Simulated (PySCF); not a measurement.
**Atomic charges by several schemes**

C₆H₁₀OSSi.
Z-matrix (Å and degrees, GFN2-xTB geometry), rows numbered from 1:
```
C 
C   1  1.5249
C   2  1.4994  1  111.04
O   3  1.2018  2  126.30  1   139.31
C   2  1.5255  1  110.44  3   128.47
C   5  1.4986  2  118.73  1  -178.77
C   6  1.3285  5  127.99  2   -28.51
Si  7  1.8670  6  125.40  5     2.27
S   2  1.8549  1  107.09  3  -108.39
H   1  1.0872  2  109.97  3   172.59
H   1  1.0873  2  110.35  3    53.30
H   1  1.0889  2  110.14  3   -67.14
H   3  1.1074  2  112.21  1   -44.15
H   5  1.0947  2  106.96  1   -56.69
H   5  1.0968  2  107.94  1    58.13
H   6  1.0846  5  112.84  2   153.83
H   7  1.0815  6  117.73  5  -179.02
H   8  1.4588  7  113.55  6   109.14
H   8  1.4565  7  113.20  6  -120.32
```

Density: PBE0/pcSseg-1 (PySCF); schemes: Mulliken, IAO, Hirshfeld and ESP-fitted. Geometry: GFN2-xTB, one conformer, isolated molecule.

Problem. Atoms with like bonding are taken together and averaged. At which atom do the 4 schemes differ most?

Solution. At C2: from -0.729 (Mulliken) to +0.321 e (ESP-fitted), 1.050 e apart.

Problem. Which atoms carry the lowest charge in the Mulliken, IAO, Hirshfeld and ESP-fitted schemes?

Solution. The schemes don't all agree: Mulliken C2 (-0.729); IAO C7 (-0.455); Hirshfeld O4 (-0.213); ESP-fitted C1 (-0.572).

Problem. Tabulate the Mulliken, IAO, Hirshfeld and ESP-fitted charges.

Solution. In e; atoms taken as equivalent share a row and are averaged (×n: the atom named and its like, n in all):

```tsv
atom	environment	Mulliken	IAO	Hirshfeld	ESP-fitted
C1	methyl carbon	-0.119	-0.417	-0.118	-0.572
C2	sp3 carbon bound to sulfur	-0.729	-0.064	+0.015	+0.321
C3	aldehyde carbon	+0.383	+0.238	+0.112	+0.395
O4	aldehyde oxygen	-0.346	-0.393	-0.213	-0.422
C5	allylic carbon	-0.034	-0.272	-0.073	-0.300
C6	alkene CH carbon	-0.121	-0.088	-0.021	+0.037
C7	alkene CH carbon	-0.373	-0.455	-0.157	-0.552
Si8	SiH2 silicon	+0.651	+0.696	+0.312	+0.623
S9	sulfur bonded to C and Si	-0.195	-0.196	-0.074	-0.383
H10/H11/H12	methyl hydrogen	+0.131	+0.152	+0.047	+0.167
H13	formyl hydrogen	+0.081	+0.102	+0.034	-0.025
H14	methylene hydrogen	+0.135	+0.150	+0.047	+0.127
H15	methylene hydrogen	+0.154	+0.161	+0.047	+0.123
H16	vinylic hydrogen	+0.103	+0.149	+0.051	+0.111
H17	vinylic hydrogen	+0.123	+0.158	+0.045	+0.214
H18	Si–H hydrogen	-0.040	-0.117	-0.074	-0.112
H19	Si–H hydrogen	-0.066	-0.107	-0.071	-0.087
```

Mean size of the charges over all atoms: ESP-fitted 0.258 e, IAO 0.222 e, Mulliken 0.213 e, Hirshfeld 0.084 e. Each set sums to the total charge, 0, to within 0.001 e. The IAO scheme counts the electrons in orthogonalised intrinsic atomic orbitals, a minimal basis polarised so that it spans the occupied orbitals exactly.

Some averages cover members that differ in this geometry: H10/H11/H12, ESP-fitted +0.151 to +0.181 e.

Problem. Sum the charges by element, for elements with more than one atom.

Solution. 
```tsv
element	atoms	Mulliken	IAO	Hirshfeld	ESP-fitted
C	6	-0.993	-1.058	-0.243	-0.671
H	10	+0.883	+0.951	+0.219	+0.853
```

Problem. How many electrons does the Mulliken scheme count on C1?

Solution. Z − q = 6 − (-0.119) ≈ 6.120.
